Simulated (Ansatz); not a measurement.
The same path of AlH4NO2 + H2 (10 atoms, charge 0, multiplicity 1) was run 3 times with different band settings. Lost on the way: H9–H10. Made: Al1–H9, N2–H10.

These are results of Ansatz, RKS CAM-B3LYP-D4/def2-SVP, not measurements.

Relaxed end points:

```xyz
10
Properties=species:S:1:pos:R:3
Al 0.046 -0.386 0.328
N -0.043 -0.349 2.089
H -0.882 -0.390 2.656
H 0.779 -0.311 2.682
O 1.589 -0.319 -0.366
H 1.769 -0.364 -1.306
O -1.300 -0.543 -0.689
H -2.223 -0.668 -0.465
H -0.192 2.542 0.479
H -0.168 2.111 1.111
```

```xyz
10
Properties=species:S:1:pos:R:3
Al -0.112 0.422 0.011
N -0.008 0.299 2.018
H -0.795 -0.293 2.292
H 0.867 -0.190 2.216
O 1.419 -0.355 -0.214
H 1.896 -0.432 -1.042
O -1.549 -0.542 -0.062
H -2.076 -0.712 -0.844
H -0.230 1.957 -0.401
H -0.038 1.170 2.547
```

Common settings: spring 5.0 eV/Å²; optimiser quadratic models (default); start path through a guess of the saddle point; force threshold 0.05 eV/Å; iteration limit 60; end points relaxed.

| run | movable images | climbing image |
| --- | --- | --- |
| 1 | 5 | yes |
| 2 | 3 | no |
| 3 | 8 | no |

Question: What does each run give, and how far can it be trusted?

Answer: Run 1: converged after 20 iterations, highest image 0.688 eV above the first end. A vibrational analysis at the climbing image gives one clearly imaginary mode, 1232i cm⁻¹: a first-order saddle point.
Run 2: converged after 15 iterations, highest image 0.156 eV above the first end. No image climbed, so the highest image needn't sit at the top of the path. A band with more images between the same ends climbed to 0.69 eV, so this one has probably stepped over the top. So few images can step over the top or miss a turn of the path.
Run 3: converged after 34 iterations, highest image 0.423 eV above the first end. The profile has 2 maxima (images 2, 6) with wells between them (image 3): this band takes more than one step, which may be the mechanism or a detour left from its start path. No image climbed, so the highest image needn't sit at the top of the path.
The orbitals stay closed-shell, which can raise the energy where a bond breaks towards radicals; this wasn't checked here.
